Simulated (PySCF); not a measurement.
SMILES Cl[Si](Cl)(Cl)C[Si](Cl)(Cl)Cl (CH₂Cl₆Si₂) (GFN2-xTB optimised geometry):

```
11

Cl    -0.019    -2.510    -0.911
Si     0.733    -1.079     0.290
Cl     2.691    -0.823    -0.132
Cl     0.523    -1.629     2.217
C     -0.155     0.589     0.000
Si    -2.068     0.589     0.000
Cl    -2.745    -0.332    -1.658
Cl    -2.782    -0.341     1.637
Cl    -2.691     2.510     0.000
H      0.183     1.000    -0.952
H      0.188     1.290     0.762
```

Calculation: PySCF with PBE/def2-TZVP.

Problem. What are the frontier orbital energies and the dipole moment?

Solution. HOMO-2 -7.99 eV, HOMO-1 -7.89 eV, HOMO -7.77 eV, LUMO -1.14 eV, LUMO+1 -0.87 eV; dipole moment 1.09 D.

Meta-Löwdin charges at PBE/def2-TZVP: Cl1 -0.24, Si2 0.92, Cl3 -0.25, Cl4 -0.24, C5 -0.71, Si6 0.92, Cl7 -0.24, Cl8 -0.24, Cl9 -0.25, H10 0.16, H11 0.16.
